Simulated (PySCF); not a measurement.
## Correlation energy of Tl⁺ (thallium, charge +1)

[Xe] 4f14 5d10 6s2, closed-shell 1S. All numbers are calculated (PySCF 2.14, scalar relativity through the core potential, in aug-cc-pVDZ-PP with ECP60MDF (5s4p3d, 32 functions)). Frozen: 5s2 5p6 5d10; 2 electrons correlated.

Total MP2 correlation energy: -17.37 mhartree.

Same-spin part 0.00 and opposite-spin part -17.37 mhartree; SCS-MP2 scales them by 1/3 and 6/5 to -20.84 mhartree.

With two correlated electrons CCSD is exact within the correlated space (frozen core and kept virtual orbitals).

```tsv
level	correlation energy (mhartree)
CCSD	-25.59
```

Diagnostics: T1 = 0.0022, D1 = 0.0031, largest double amplitude 0.074.

**Question.** Is a single reference adequate?

**Answer.** Mostly. T1 lies below 0.03, but a double amplitude of this size points to a near-degeneracy that CCSD handles and MP2 describes poorly.
